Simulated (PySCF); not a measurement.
One formula, C5H6F2OSi, several structures.

PySCF, CAM-B3LYP/def2-SVPD, density fitting, gas phase; each molecule at its own GFN2-xTB geometry, one conformer. Singlet excitations by full TDDFT with frozen cores and triplets by Tamm–Dancoff TDDFT. 

Torsions of the conformers computed, which needn't be the lowest (atom-mapped SMILES):
- `[CH:1]#[C:2]/[CH:3]=[C:4](/[O:5][SiH3:6])[CH:7]([F:8])[F:9]`: C3–C4–O5–Si6 180°, C3–C4–C7–F8 121°
- `[CH3:1][C:2](=[O:3])[C:4]1=[CH:5][SiH2:6][C:7]1([F:8])[F:9]`: C1–C2–C4–C5 180°
- `[F:1][CH2:2][C:3]1=[CH:4][Si@@H:5]([F:6])[CH:7]=[CH:8][O:9]1`: F1–C2–C3–C4 3°
- `[F:1][CH2:2][O:3][C:4]1=[C:5]([F:6])[CH:7]=[CH:8][SiH2:9]1`: F1–C2–O3–C4 180°, C2–O3–C4–C5 0°
- `[F:1][CH:2]([F:3])[O:4][C:5]1=[CH:6][SiH2:7][CH:8]=[CH:9]1`: F1–C2–O4–C5 -166°, C2–O4–C5–C6 -9°
- `[CH3:1][O:2][C:3]1=[C:4]([F:5])[SiH2:6][CH:7]=[C:8]1[F:9]`: C1–O2–C3–C4 0°
- `[F:1][CH:2]([F:3])[O:4][C:5]1=[CH:6][CH:7]=[CH:8][SiH2:9]1`: F1–C2–O4–C5 -167°, C2–O4–C5–C6 -9°
- `[F:1][CH:2]([F:3])[c:4]1[cH:5][cH:6][c:7]([SiH3:8])[o:9]1`: F1–C2–C4–C5 59°
- `[CH:1]#[C:2]/[CH:3]=[CH:4]/[CH2:5][O:6][SiH:7]([F:8])[F:9]`: C3–C4–C5–O6 133°, C4–C5–O6–Si7 168°, C5–O6–Si7–F8 -59°
- `[F:1][CH:2]([F:3])[c:4]1[cH:5][o:6][c:7]([SiH3:8])[cH:9]1`: F1–C2–C4–C5 -64°
- `[O:1]=[C:2]1[CH:3]=[C:4]([CH:5]([F:6])[F:7])[CH2:8][SiH2:9]1`: C3–C4–C5–F6 -4°
- `[CH:1]#[C:2]/[CH:3]=[C:4](\[O:5][SiH3:6])[CH:7]([F:8])[F:9]`: C3–C4–O5–Si6 -4°, C3–C4–C7–F8 -59°

The conformers of `O=C1[SiH2]C[C@@]2(F)C[C@@]12F` aren't listed.

Reference: `C#C/C=C(/O[SiH3])C(F)F`, with HOMO energy -8.19 eV, LUMO energy -0.20 eV, lowest singlet excitation 5.29 eV, lowest triplet excitation 3.19 eV and mean polarisability 94.1 au.

Changes against it:

| molecule | Δ electronic energy (kcal/mol) | Δ HOMO energy (eV) | Δ LUMO energy (eV) | Δ lowest singlet excitation (eV) | Δ lowest triplet excitation (eV) | Δ mean polarisability (au) |
| --- | --- | --- | --- | --- | --- | --- |
| CC1=CC=CO[Si]1(F)F | -141.7 | +0.12 | -0.16 | -0.38 | -0.25 | -12.7 |
| FCOC1=C(F)C=C[SiH2]1 | -5.0 | +0.51 | -0.28 | -1.19 | -0.67 | -6.4 |
| FC(F)OC1=C[SiH2]C=C1 | -23.1 | -0.10 | -0.38 | -0.73 | -0.35 | -7.1 |
| COC1=C(F)[SiH2]C=C1F | -3.9 | +0.44 | -0.04 | -0.93 | -0.46 | -7.3 |
| FC(F)OC1=CC=C[SiH2]1 | -17.4 | +0.26 | -0.36 | -1.08 | -0.63 | -6.8 |
| O=C1[SiH2]C[C@@]2(F)C[C@@]12F | -10.8 | -0.43 | -0.38 | -1.86 | -0.38 | -12.0 |
| FC(F)c1ccc([SiH3])o1 | -27.7 | -0.22 | +0.40 | +0.48 | +0.51 | -4.9 |
| C#C/C=C/CO[SiH](F)F | -86.2 | -0.38 | +0.08 | +0.20 | +0.28 | -5.8 |
| FC(F)c1coc([SiH3])c1 | -27.4 | -0.20 | +0.54 | +0.57 | +0.59 | -5.9 |
| O=C1C=C(C(F)F)C[SiH2]1 | -29.6 | -0.21 | -0.95 | -2.32 | -0.76 | -6.6 |
| C#C/C=C(\O[SiH3])C(F)F | +0.7 | -0.04 | -0.06 | -0.10 | -0.03 | -4.1 |

Rows whose labels were lost:

```tsv
row	Δ electronic energy (kcal/mol)	Δ HOMO energy (eV)	Δ LUMO energy (eV)	Δ lowest singlet excitation (eV)	Δ lowest triplet excitation (eV)	Δ mean polarisability (au)
P	-66.9	-0.59	+0.60	+0.66	+1.07	-10.6
Q	-12.8	-0.84	-1.05	-1.71	-0.07	-7.6
R	-15.5	-0.43	0.00	+0.06	+0.49	-4.7
```

Task: Which row belongs to which of `CC(=O)C1=C[SiH2]C1(F)F`, `C=C1OC=C([SiH3])C1(F)F` and `FCC1=C[Si@@H](F)C=CO1`?

Result: P = `FCC1=C[Si@@H](F)C=CO1`, Q = `CC(=O)C1=C[SiH2]C1(F)F` and R = `C=C1OC=C([SiH3])C1(F)F`. P and Q are told apart most clearly by the electronic energy (-66.9 against -12.8 kcal/mol); P and R are told apart most clearly by the electronic energy (-66.9 against -15.5 kcal/mol); Q and R are told apart most clearly by the lowest singlet excitation (-1.71 against +0.06 eV); R lies nearest to the labelled row of `FC(F)c1ccc([SiH3])o1`.

Task: Which row has the smallest HOMO–LUMO gap and which the largest, and does the HOMO or the LUMO shift more there?

Result: Smallest, counted from the reference: `FCOC1=C(F)C=C[SiH2]1`, -0.79 eV (HOMO +0.51, LUMO -0.28), the larger shift being that of the HOMO. Largest: P, +1.19 eV (HOMO -0.59, LUMO +0.60), the larger shift being that of neither alone.

Task: Fit a straight line for the change of the LUMO energy against that of the lowest singlet excitation over the labelled rows, and test it on P, Q and R.

Result: Over the 11 labelled rows the slope is 0.4 eV/eV, the intercept +0.12 eV, r = 0.91 and the standard error 0.17 eV. P: predicted +0.39, computed +0.60 eV; Q: predicted -0.56, computed -1.05 eV; R: predicted +0.15, computed 0.00 eV. The mean miss is 0.28 eV, against 0.6 eV for guessing the labelled rows' mean: the line carries over to these rows.
